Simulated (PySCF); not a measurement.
Si(CF3)(F)3 (CF₆Si), SMILES F[Si](F)(F)C(F)(F)F. Atoms are numbered in the order given.

```xyz
8

F     -1.0948     0.6321     1.5681
C      0.0000     0.0000     1.0861
F      0.0000    -1.2642     1.5681
F      1.0948     0.6321     1.5681
Si     0.0000     0.0000    -0.8338
F     -1.3128    -0.7580    -1.3771
F      0.0000     1.5159    -1.3771
F      1.3128    -0.7580    -1.3771
```

The structure is a stationary point at PBE-D3(BJ)/def2-SVP.

These are PBE-D3(BJ)/def2-SVP in PySCF values and carry that method's errors.

Frequencies are harmonic and unscaled.

Modes within 1.5 cm⁻¹ of each other (mostly degenerate sets) share a row, with their intensities summed.

### Question
Give all harmonic wavenumbers and intensities. (Estimate from the structure and the level; the computed values follow.)

### Answer

```json
[
 {"mode": "1", "ν (cm⁻¹)": "37", "IR (km/mol)": "0.0", "moving atoms (share of kinetic energy)": "F 100 %"},
 {"mode": "2–3", "ν (cm⁻¹)": "118", "IR (km/mol)": "6.6", "moving atoms (share of kinetic energy)": "F 95 %"},
 {"mode": "4–5", "ν (cm⁻¹)": "236", "IR (km/mol)": "4.5", "moving atoms (share of kinetic energy)": "F 95 %"},
 {"mode": "6", "ν (cm⁻¹)": "247", "IR (km/mol)": "8.5", "moving atoms (share of kinetic energy)": "F 95 %"},
 {"mode": "7–8", "ν (cm⁻¹)": "328", "IR (km/mol)": "34.8", "moving atoms (share of kinetic energy)": "F 77 %, Si 22 %"},
 {"mode": "9", "ν (cm⁻¹)": "462", "IR (km/mol)": "104.5", "moving atoms (share of kinetic energy)": "F 52 %, Si 47 %"},
 {"mode": "10–11", "ν (cm⁻¹)": "513", "IR (km/mol)": "0.0", "moving atoms (share of kinetic energy)": "F 91 %, C 9 %"},
 {"mode": "12", "ν (cm⁻¹)": "718", "IR (km/mol)": "11.4", "moving atoms (share of kinetic energy)": "F 88 %, C 12 %"},
 {"mode": "13", "ν (cm⁻¹)": "830", "IR (km/mol)": "152.7", "moving atoms (share of kinetic energy)": "F 70 %, Si 30 %"},
 {"mode": "14–15", "ν (cm⁻¹)": "981", "IR (km/mol)": "252.2", "moving atoms (share of kinetic energy)": "Si 50 %, F 49 %"},
 {"mode": "16–17", "ν (cm⁻¹)": "1126", "IR (km/mol)": "523.1", "moving atoms (share of kinetic energy)": "C 72 %, F 28 %"},
 {"mode": "18", "ν (cm⁻¹)": "1210", "IR (km/mol)": "79.8", "moving atoms (share of kinetic energy)": "C 75 %, F 21 %"}
]
```
